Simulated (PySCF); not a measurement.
# How methods differ on the ionisation energy of Ce⁵¹⁺

Ce⁵¹⁺ [He] 2s2 2p3 [2p1/2^2 2p3/2^1, M_J = 3/2] → Ce⁵²⁺ [He] 2s2 2p2 [2p1/2^2, M_J = 0], as a difference of total energies. Calculation: PySCF 2.14, in an even-tempered Gaussian basis (17 s from 31 bohr⁻², ratio 2.4; 13 p from 40 bohr⁻², ratio 2.4; 5 d from 140 bohr⁻², ratio 2.6; 4 f from 200 bohr⁻², ratio 2.6); the two-component X2C-1e Hamiltonian. Correlated levels: nothing frozen; the 32 highest virtual spinors dropped. "Screened" scales the spin-orbit matrix elements by Boettger's factors to mimic the two-electron term; Breit and QED terms are absent.

| method | ionisation energy (eV) |
| --- | --- |
| GHF (spin-free) | 9992.4 |
| GMP2 (spin-free) | 9992.2 |
| GHF (screened spin-orbit) | 9809.9 |
| GMP2 (screened spin-orbit) | 9809.6 |

For this ion Breit and QED terms and the two-electron picture change, all absent here, outweigh the correlation shift from GHF to GMP2.

The spin-free rows relax to the high-spin LS determinant and lack the spin-orbit shift.

The labels give the starting determinants; with spin-orbit coupling the two ends relaxed to ⟨J²⟩ = 3.75, ⟨L²⟩ = 2.50, ⟨S²⟩ = 1.50 and ⟨J²⟩ = 0.00, ⟨L²⟩ = 1.33, ⟨S²⟩ = 1.33.

For comparison: 9803 ± 4 eV (theoretical estimate listed by NIST; NIST Atomic Spectra Database, ionization energies).
